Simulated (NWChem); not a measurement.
## Total energies of HBCl

SMILES: [BH]Cl
```xyz
3

B      1.1530    -0.4627     0.0000
Cl    -0.4637     0.1207     0.0000
H      2.1185     0.2615     0.0000
```
Charge 0, spin multiplicity 2.

Everything below was run with NWChem. All single points use one geometry, from UPBE0/def2-SVP, a minimum by its harmonic frequencies.

Basis set: 3-21G (24 functions).

| method | total energy (Ha) |
|---|---|
| UHF | -482.37152 |
| UMP2 | -482.45531 |
| UB2PLYP | -483.01177 |
| UPBE | -482.98302 |
| UB3LYP | -483.24072 |
| Ur2SCAN | -483.15126 |

Total energies of different functionals aren't comparable as a measure of quality: only differences taken within one method are. 

The correlated methods keep 6 core orbitals frozen. B3LYP has NWChem's definition, with VWN1-RPA local correlation. The structure started from a generated list of species. The unpaired electrons of the parent sit in orbitals of symmetry a' (Cs labels of the run); other states weren't searched. No SCF solution was tested for a lower state. Open-shell Hartree-Fock references start from PBE0 orbitals.
